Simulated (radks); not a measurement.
Task: The mean radii <r> (bohr) of the occupied orbitals of an atom or ion are listed with their occupations. Calculated with a radial shooting solver on a logarithmic mesh with Libxc functionals: scalar-relativistic Kohn-Sham, PBE, spin-polarised, spherical densities, point nucleus.

| orbital | occ. | <r> |
|---|---|---|
| 1s up | 1 | 0.02498 |
| 1s down | 1 | 0.02497 |
| 2s up | 1 | 0.1025 |
| 2s down | 1 | 0.1026 |
| 2p up | 1 | 0.08879 |
| 3d up | 1 | 0.1964 |

Name the element and its charge. Open shells, if any, are filled with parallel spins first.

Result: Z = 57, lanthanum, charge +51: La51+ in [He] 2s2 2p1 3d1. The 1s radius gives Z: for a bare nucleus <r> = (2 gamma + 1)/(2Z) with gamma = sqrt(1 - (Z/c)^2), 0.02473 bohr for Z = 57, and screening makes it slightly larger (0.02498 here). The occupations add up to 6, and the charge is Z minus that.
